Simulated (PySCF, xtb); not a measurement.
NbCl₄, SMILES [Cl][Nb]([Cl])([Cl])[Cl] (connectivity only; charge and spin as stated), neutral, multiplicity 2.

Harmonic wavenumbers (cm⁻¹) from GFN2-xTB (xtb 6.7.1) at its own minimum, in rising order: 81, 92, 98, 98, 131, 277, 292, 341, 342.

Problem. What does PBE-D3(BJ)/def2-SVP in PySCF give at its own minimum? (The exact figures need the calculation; the answer reports its results.)

Solution. 72, 86, 106, 106, 107, 371, 398, 426, 426. Paired by order, the mean absolute difference is 47 cm⁻¹ and the zero-point energies are 2.5 and 3.0 kcal/mol.
